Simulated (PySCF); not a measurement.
Vibration and rotation of TeAs

r²SCAN constants of TeAs, ²Π (doublet), unpaired electrons π ↑ (PySCF, scalar-relativistic core potentials, basis sets Te def2-SVP with ECP28, As def2-SVP; masses 129.9062 and 74.9216 u):

| Quantity | Value |
| --- | --- |
| ωe | 326.7 cm⁻¹ |
| ωexe | 1.23 cm⁻¹ |
| Be | 0.063793 cm⁻¹ |
| αe | 0.000207 cm⁻¹ |
| D (centrifugal) | 9.73e-09 cm⁻¹ |
| De to Te + As | 2.91 eV |

Problem. Give the vibrational terms G(v) and spacings up to v = 3.

Solution. G(v) = ωe(v+½) − ωexe(v+½)².

```json
{"v": "0", "G(v) (cm⁻¹)": "163", "G(v) − G(v−1)": "", "Bv (cm⁻¹)": "0.06369"}
{"v": "1", "G(v) (cm⁻¹)": "487", "G(v) − G(v−1)": "324", "Bv (cm⁻¹)": "0.06348"}
{"v": "2", "G(v) (cm⁻¹)": "809", "G(v) − G(v−1)": "322", "Bv (cm⁻¹)": "0.06328"}
{"v": "3", "G(v) (cm⁻¹)": "1128", "G(v) − G(v−1)": "319", "Bv (cm⁻¹)": "0.06307"}
```

Problem. How well does the Morse estimate ωe²/(4ωexe) reproduce De, and what is D0?

Solution. It gives 2.69 eV, 92 % of the computed De. D0 = De − G(0) = 2.91 − 0.02 = 2.89 eV.

Spin–orbit coupling is left out, which matters for elements this heavy, above all for dissociation energies. The state is the lowest determinant that a PBE0 search found; another state may lie lower at other levels.
